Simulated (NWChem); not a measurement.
System: C2H7BeNO; SMILES C[N](C)[Be][OH]

```xyz
12

Be     0.0308    -1.0536     0.0000
O      0.0535    -2.4869     0.0000
H     -0.7016    -3.0917     0.0000
N      0.0248     0.4579     0.0000
C      0.0009     1.2569     1.2087
C      0.0009     1.2569    -1.2087
H     -0.9153     1.8953     1.2757
H      0.8770     1.9487     1.2746
H      0.0216     0.6125     2.1122
H      0.8770     1.9487    -1.2746
H     -0.9153     1.8953    -1.2757
H      0.0216     0.6125    -2.1122
```
Atoms are numbered in this order, from 1.

Results from NWChem. Pople sets run with spherical d functions. Structure relaxed at the PBE-D3(BJ)/def2-SVP level. Level SCAN/6-31G*: energy and gradient on several grids; changes count from the extra-fine grid, which is no exact limit either.

```
grid     size of the energy change (μHa)  largest change of a gradient component (μHa/bohr)  time, medium = 1 (rough)
-------  -------------------------------  -------------------------------------------------  ------------------------
xcoarse                            10000                                               5000                   about 1
coarse                             10000                                               2000                   about 1
medium                              5000                                               1000                   about 1
fine                                 200                                                400                   about 1
xfine                               < 10                                               < 30                         2
```
